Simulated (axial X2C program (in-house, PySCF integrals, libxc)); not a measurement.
## PdB: from Re and ωe to a spectrum

A bond curve at the PBE0 level, two-component, was computed with an in-house relativistic program for diatomic molecules (basis Pd dyall-cv3z [12s12p8d5f3g], B dyall-v3z [7s6p2d1f] (cores contracted in-house)) for the state Ω = 1/2 (⟨Sz⟩ = 0.50, ⟨Lz⟩ = 0.00 at PBE0). Its fit gives Re = 1.7727 Å, ωe = 762.2 cm⁻¹, ωexe = 4.32 cm⁻¹ and αe = 4.396e-03 cm⁻¹; the masses are 105.9035 and 11.0093 u. Two-component means X2C with spin–orbit coupling and atomic mean-field Coulomb and Gaunt terms.

(1) Find the reduced mass, Be and the force constant.

(2) Estimate De from a Morse curve and compare with the computed well depth of 3.764 eV to Pd + B.

(3) Estimate the centrifugal constant by the Kratzer relation.

(4) Where do the fundamental and the first overtone lie?

(5) The dipole moment p changes by 1.14 D/Å at Re. What harmonic infrared intensity follows?

The state is a single determinant with fixed occupations, the lowest that a limited PBE0 search found. Dissociation energies refer to the lowest single-determinant-based atoms at the same level and basis. Density functionals use the spin component along the axis (collinear). The 2c atoms are single determinants rather than J levels; their spin–orbit lowering is only partly caught, and De is too large by that part. This holds for PBE0. The functionals have no current-density term, which raises determinants with orbital currents, atoms included. The levels of this run spread widely (ωe from 696 to 886 cm⁻¹), so these constants depend on the method.

Answers

(1) From the PBE0 values: μ = 9.9726 u. Be = 16.8576/(μ Re²) = 0.5379 cm⁻¹. k = 5.8918×10⁻⁷ μ ωe² = 3.41 mdyn/Å.

(2) De(Morse) = ωe²/(4ωexe) = 4.168 eV against 3.764 eV computed, a ratio of 1.11. For De the Morse form works well here.

(3) D = 4Be³/ωe² = 1.07e-06 cm⁻¹.

(4) ν(1←0) = ωe − 2ωexe = 753.6 cm⁻¹; ν(2←0) = 2ωe − 6ωexe = 1498.5 cm⁻¹.

(5) I = 42.256 × (dp/dR)²/μ = 5.5 km/mol.
